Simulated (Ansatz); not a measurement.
Program: Ansatz. Geometries: PBE0-D4/def2-TZVP. ΔE: electronic, gas phase. CCSD(T)/CBS is the MP2 limit (def2-TZVPP, def2-QZVPP) plus CCSD(T) − MP2 in def2-TZVPP, frozen cores. This one scheme is used for every species. DFT in def2-TZVPP. B3LYP here is the variant with VWN-RPA as its local correlation; programs differ in this. One conformer a species, not always the lowest.

Consider the substitution at a C–C bond: `NC(=O)C(O)O` + `N[SiH3]` → `NC(=O)N[SiH3]` + `OCO`.

| level | ΔE (kJ/mol) | difference from CCSD(T)/CBS |
| --- | --- | --- |
| PBE-D4 | -16.2 | 1.0 |
| r2SCAN-D4 | -17.5 | -0.3 |
| B3LYP-D4 | -20.3 | -3.1 |
| ωB97X-V | -17.9 | -0.7 |
| ωB97M-V | -15.7 | 1.5 |
| B2PLYP | -19.3 | -2.1 |
| B3LYP | -20.1 | -2.9 |
| MP2/def2-TZVPP | -17.9 | -0.7 |
| HF/def2-QZVPP | -33.3 | -16.1 |
| SCS-MP2/def2-QZVPP | -20.5 | -3.3 |
| CCSD(T)/CBS | -17.2 | 0 |

Largest T1 diagnostic among the species: 0.014.

In def2-TZVPP, CCSD(T) changes the Hartree–Fock value by +15.7 kJ/mol (the triples alone add +2.5 kJ/mol) and MP2 by +14.7 kJ/mol.
